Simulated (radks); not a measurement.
The numbers below are computed, except where a source is named.
Numerical settings for neutral nitrogen, [He] 2s2 2p3. Level of theory: scalar-relativistic Kohn-Sham, r2SCAN, spin-polarised, spherical densities, finite nucleus; open shells are filled with parallel spins first; meta-GGA in the generalised Kohn-Sham scheme; Fermi nuclear charge, rms radius 2.5582 fm (a radial shooting solver on a logarithmic mesh with Libxc functionals). The defaults (mesh step 0.008 in ln r, mesh end at 40 bohr or more with all orbitals vanishing there, Anderson mixing 0.5 over 9 steps, residual threshold near 1e-9 with the energy settled to 1e-9 hartree or 1e-11 of itself, here a cap of 95 iterations) give E = -54.616 hartree and 2p at -8.890 eV in 18 iterations. Run on one thread of a shared host, so times are rough (Arm Neoverse V2): 0.09 s of CPU time, 0.09 s wall, 18 iterations on 2208 mesh points. Changes against that run (0 stands for a change within the tolerance of the run):

setting                     iterations         converged  E (mhartree)  e(2p) (meV)  CPU (s)
mesh step in ln r 0.12              95                no     -2.38e+05            -     0.16
mesh step in ln r 0.05              11               yes       -0.0973      +0.0775     0.01
mesh step in ln r 0.08              12               yes         +3.17        -1.05     0.01
mesh end (bohr) 2                   15  level above zero     +2.23e+03    +2.74e+04     0.06
mesh end (bohr) 5                   17               yes         +7.91         +392     0.08
residual threshold 0.001             9               yes             0       -0.213     0.05
residual threshold 0.01              9               yes             0       -0.213     0.05
mixing 1                            16               yes             0            0     0.08
linear mixing, mixing 0.05          95                no      +0.00607        -49.3     0.42
linear mixing, mixing 1             37                no      diverged            -     0.22
mixing history 3                    35               yes             0            0     0.15
iteration cap 2                      2                no         +19.1    -5.62e+03     0.01

Settled on a wrong energy, with an occupied level pushed above zero by the early mesh end: mesh end (bohr) 2 (+2.23 hartree). Apart from these: settings that end as converged yet miss the energy by more than 1 mhartree: mesh step in ln r 0.08 (+0.00317 hartree); mesh end (bohr) 5 (+0.00791 hartree). A mesh that ends early acts as a hard wall.
